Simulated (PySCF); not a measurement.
An excited-state job on `CC/C(Cl)=C\C(=O)O`.

Computed with TDDFT PBE0/def2-SVPD, vertical, gas phase, core orbitals frozen in the response (PySCF 2.14.0, density-fitted response routines). Geometry: GFN2-xTB. The command runs a driver script over a list of jobs; the input below is this job's line of settings and its coordinates in Å.

Command:
```bash
OMP_NUM_THREADS=1 python probes_run.py task.json out
```

Input:
```
{"job": {"kind": "uv", "xc": "PBE0", "basis": "def2-SVPD", "nstates": 6, "ntriplets": 2}, "charge": 0, "multiplicity": 1}
C     -1.897151    -0.789004     0.730386
C     -1.205719     0.023952    -0.367524
C     -0.197536     0.951818     0.213162
Cl    -0.863211     2.248330     1.135806
C      1.133295     0.866639     0.112648
C      1.860652    -0.161614    -0.637081
O      1.401740    -1.069622    -1.287200
O      3.186296     0.024773    -0.522621
H     -2.420552    -0.133574     1.422273
H     -2.615075    -1.471529     0.284475
H     -1.165781    -1.370954     1.285428
H     -0.700206    -0.646252    -1.061514
H     -1.955595     0.605275    -0.908420
H      1.772630     1.589367     0.597116
H      3.661799    -0.659615    -1.018845
```

Output:
```
coarse grid: 13568 points
cycle   1  E = -804.2214924559  dE =  1.224e+00  |g| = 9.051e-01  |ddm| = 7.873e+00
cycle   2  E = -803.8675654912  dE =  3.539e-01  |g| = 1.615e+00  |ddm| = 3.834e+00
cycle   3  E = -804.3701289948  dE = -5.026e-01  |g| = 2.863e-01  |ddm| = 2.839e+00
cycle   4  E = -804.3855757693  dE = -1.545e-02  |g| = 7.856e-02  |ddm| = 4.210e-01
cycle   5  E = -804.3865689240  dE = -9.932e-04  |g| = 2.640e-02  |ddm| = 1.309e-01
cycle   6  E = -804.3867321038  dE = -1.632e-04  |g| = 7.844e-03  |ddm| = 9.852e-02
cycle   7  E = -804.3867457590  dE = -1.366e-05  |g| = 2.783e-03  |ddm| = 2.533e-02
cycle   8  E = -804.3867474843  dE = -1.725e-06  |g| = 7.099e-04  |ddm| = 6.059e-03
final grid: 127808 points
cycle   9  E = -804.4924928691  dE = -2.523e-05  |g| = 1.108e-02  |ddm| = 1.455e-01
cycle  10  E = -804.4924541527  dE =  3.872e-05  |g| = 1.778e-02  |ddm| = 5.092e-02
cycle  11  E = -804.4925179333  dE = -6.378e-05  |g| = 2.290e-03  |ddm| = 2.931e-02
cycle  12  E = -804.4925189651  dE = -1.032e-06  |g| = 4.306e-04  |ddm| = 3.037e-03
cycle  13  E = -804.4925189980  dE = -3.293e-08  |g| = 1.298e-04  |ddm| = 7.920e-04
cycle  14  E = -804.4925190013  dE = -3.231e-09  |g| = 4.333e-05  |ddm| = 3.305e-04
cycle  15  E = -804.4925190017  dE = -4.106e-10  |g| = 1.701e-05  |ddm| = 1.920e-04
converged SCF energy = -804.4925190017

Static polarisability (au): isotropic 84.960, principal 59.002 83.626 112.253

Singlet excitations
state   eV       nm        f      main configurations
  1   4.7559    260.7   0.00036   H-1->L 0.96
  2   5.5820    222.1   0.40843   H->L 0.95
  3   6.1090    203.0   0.00042   H-2->L 0.99
  4   6.8294    181.5   0.00082   H->L+2 0.69, H->L+1 0.27
  5   6.9048    179.6   0.01201   H-3->L 0.78, H-4->L 0.13
  6   7.0274    176.4   0.03816   H-4->L 0.73, H-3->L 0.12, H-5->L 0.10

Triplet excitations (Tamm-Dancoff, eV): 3.5448 4.4009
```

The SCF starts on a coarse grid where the log names one; the energy can jump when the final grid takes over, and dE then counts from the start density on the new grid. H and L stand for HOMO and LUMO; the number after each pair is its weight.

Question: Give S1 in cm⁻¹ and kJ/mol.

Answer: 4.7559 eV × 8065.54 = 38359 cm⁻¹; × 96.485 = 458.9 kJ/mol.

In short: HOMO -7.83 eV, LUMO -1.72 eV; lowest singlet 4.76 eV; lowest triplet 3.54 eV (Tamm–Dancoff); mean polarisability 85.0 au.

Question: How long does this job take on one thread of an Arm Neoverse N1, no GPU, shared host with 64 logical CPUs at a one-minute load of 42? And the peak memory of the process?

Answer: About 66 s, with 0.94 GiB resident at the peak, the Python interpreter and its libraries included.

One conformer stands for the species.
Labels such as C1 count atoms from 1, the log's own numbers from 0.
